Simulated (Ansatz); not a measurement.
Computed with Ansatz on PBE0-D4/def2-TZVP structures; ΔE is electronic, products minus reactants. CCSD(T)/CBS is the MP2 limit (def2-TZVPP, def2-QZVPP) plus CCSD(T) − MP2 in def2-TZVPP, frozen cores. This one scheme is used for every species. One conformer a species, not always the lowest.

Consider the ligand exchange at the Si–O bond: `CC(=N)O[SiH2]O` + `N#CN` → `N#CN[SiH2]O` + `CC(=N)O`.

| species | CCSD(T)/def2-TZVPP energy (Eh) |
| --- | --- |
| `CC(=N)O[SiH2]O` | -574.36847 |
| `N#CN` | -148.55501 |
| `N#CN[SiH2]O` | -514.02640 |
| `CC(=N)O` | -208.88067 |

Problem. Work out ΔE.

Solution. ΔE = (-514.02640) + (-208.88067) − (-574.36847) − (-148.55501) = 0.01641 Eh = +0.45 eV. CCSD(T)/CBS gives +0.43 eV.

Largest T1 diagnostic among the species: 0.014.

The D4 term adds +0.05 eV with B3LYP and +0.03 eV with PBE0; it sums over pairs of atoms, weighted by their polarisabilities, and B3LYP, whose exchange is more repulsive, gets the larger term.

B3LYP here is the variant with VWN-RPA as its local correlation; programs differ in this.
